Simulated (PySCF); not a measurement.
## State search for GaBi

Unrestricted PBE0; PySCF, scalar-relativistic core potentials, basis sets Ga cc-pVDZ-PP with ECP10, Bi cc-pVDZ-PP with ECP60. Outer shells of the fragments: Ga 3d10 4s2 4p1; Bi 5d10 6s2 6p3.

Followed along the bond (rough minima from three points):

| 2Ms+1 | unpaired | ⟨S²⟩ at the start | R at minimum (Å) | Te (eV) |
| --- | --- | --- | --- | --- |
| 3 | π ↑↑ | 2.01 | 2.87 | 0.00 |
| 3 | σ ↑, π ↑ | 2.02 | 2.63 | 0.24 |
| 1 | π ↑↓ | 1.00 | 2.86 | 0.29 |
| 1 | σ ↓, π ↑ | 1.01 | 2.62 | 0.44 |
| 1 | none | 0.00 | 2.85 | 1.05 |

Solutions found at the starting distance of 2.665 Å, counted from the lowest of them; the search is not exhaustive and high or unbound solutions are not listed, so other states can lie among these:

| 2Ms+1 | unpaired | term | E (eV) | ⟨S²⟩ | ⟨Lz²⟩ | μ (D) |
| --- | --- | --- | --- | --- | --- | --- |
| 3 | π ↑↑ | ³Σ⁻ | 0.00 | 2.01 | 0.00 | -0.46 |
| 3 | σ ↑, π ↑ | ³Π | 0.14 | 2.02 | 1.01 | -1.48 |
| 1 | π ↑↓ | mixed | 0.29 | 1.00 | 2.01 | -0.36 |
| 1 | σ ↓, π ↑ | mixed | 0.34 | 1.01 | 1.01 | -1.47 |
| 1 | none | mixed | 1.04 | 0.00 | 2.00 | -0.02 |
| 5 | σ ↑, π ↑↑↑ | ⁵Π | 1.61 | 6.01 | 1.00 | 1.82 |
| 3 | σ ↑, π ↑↑↓ | mixed | 2.15 | 3.01 | 3.01 | 1.79 |
| 3 | σ ↓, π ↑↑↑ | mixed | 2.25 | 3.02 | 1.00 | 2.02 |
| 3 | π ↑↑ | mixed | 2.80 | 2.01 | 2.01 | 0.16 |
| 3 | π ↑↑ | mixed | 3.09 | 2.01 | 2.01 | -0.22 |
| 3 | π ↑↑ | mixed | 3.63 | 2.01 | 2.01 | 4.52 |
| 5 | σ ↑↑, π ↑↑ | ⁵Σ⁻ | 3.67 | 6.00 | 0.00 | 1.37 |
| 3 | σ ↑↑, π ↑↓ | mixed | 4.28 | 3.01 | 2.01 | 1.40 |
| 1 | σ ↓↓, π ↑↑ | mixed | 4.31 | 2.00 | 0.00 | 1.21 |

A term symbol is given only where ⟨S²⟩ and ⟨Lz²⟩ are close to those of a pure state; real π, δ and φ orbitals otherwise mix terms. A positive dipole means Ga(−)Bi(+).

Question: Compare the gap between the two lowest followed solutions at the starting distance with the gap between their minima.

Answer: At PBE0 the second solution (triplet, unpaired electrons σ ↑, π ↑) lies +0.14 eV from the first (triplet, unpaired electrons π ↑↑) at 2.665 Å and +0.24 eV at the minima; the two curves relax by different amounts, since their minima lie near 2.63 and 2.87 Å.

These are scalar-relativistic numbers at best; spin–orbit coupling would shift them, the dissociation energy most. Counting both spins, an empty level lies below a filled one in some of these solutions, because spin and occupation are held.
